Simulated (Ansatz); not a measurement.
`CC=C=C=N` + `C[SiH](O)O` → `CO[SiH](C)O` + `C=C=C=N`  (substitution at a C–C bond)

Computed with Ansatz on PBE0-D4/def2-TZVP structures; ΔE is electronic, products minus reactants. CBS: MP2 limit from def2 TZ/QZ plus the TZ coupled-cluster correction, frozen cores. DFT in def2-TZVPP. Each species was taken in one conformer, which may not be the lowest.

| level | ΔE (eV) |
| --- | --- |
| B2PLYP | 0.76 |
| MP2/def2-TZVPP | 0.83 |

**Question.** What does CCSD(T)/CBS give? (Estimate.)

**Answer.** Ansatz gave: +0.77 eV. The listed levels differ from it by -0.01, 0.06 eV.

Largest T1 diagnostic among the species: 0.016.

In def2-TZVPP, CCSD(T) changes the Hartree–Fock value by +0.08 eV (the triples alone add +0.01 eV) and MP2 by +0.17 eV.
